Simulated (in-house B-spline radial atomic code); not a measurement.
# LDA exchange-only excitations of Cl VIII (Cl7+)

Method: LDA exchange-only. Computed with an all-electron radial atomic-structure program (B-spline basis): linear response of the closed shell [He] 2s2 2p6 with the functional's adiabatic kernel; scalar-relativistic (spin-free one-electron X2C), finite nucleus, no spin-orbit coupling, no double excitations, S, P, D and F terms only. Only terms of natural parity with L up to 3 were computed.

Command:
```bash
python run_td.py task.json out
```
Settings (radii: box in bohr, nucleus in fm):
```
Z                        17
electrons                10
configuration            [He] 2s2 2p6
hamiltonian              x2c
method                   lda,
box_radius               12.81
rms_radius               3.3654
intervals                71
```

Run time, properties included: 0.3 s on 1 thread of Arm Neoverse N1, with other jobs on the host.

The lowest states, in the order of their Tamm-Dancoff energies; the method's threshold (minus the highest occupied level) is 320.62 eV. Labels give the largest channel, * marks a mixed state, and oscillator strengths are full-response dipole values. Semilocal kernels can invert the small singlet-triplet splittings of Rydberg terms. Energies in eV:

| state | full response | Tamm-Dancoff | oscillator strength |
| --- | --- | --- | --- |
| 2p → 3s 3P | 200.02 | 200.03 | - |
| 2p → 3s 1P | 201.59 | 201.62 | 0.199 |
| 2p → 3p 3S | 213.33 | 213.38 | - |
| 2p → 3p 3D | 215.05 | 215.06 | - |
| 2p → 3p 1D | 216.29 | 216.29 | - |
| 2p → 3p 1S | 224.19 | 224.79 | - |
| 2p → 3d 3P | ? | ? | - |
| 2p → 3d 3F | ? | ? | - |
| 2p → 3d 1F | 236.62 | 236.62 | - |
| 2p → 3d 1P | 240.10 | 240.26 | 1.55 |

Problem. Where does 2p → 3d 3P lie?

Solution. At 235.08 eV in full response, 235.09 eV in Tamm-Dancoff.

Problem. Where does 2p → 3d 3F lie?

Solution. At 235.66 eV in full response, 235.68 eV in Tamm-Dancoff.

Problem. How large is the singlet-triplet splitting of 2p → 3s (P terms) in Tamm-Dancoff?

Solution. 1.59 eV, from the unrounded values.

Problem. What polarisabilities and dispersion coefficient does the method give?

Solution. Dipole 0.05297 bohr³, quadrupole 0.01882 bohr⁵, C6 0.02291 hartree·bohr⁶ for two such species.
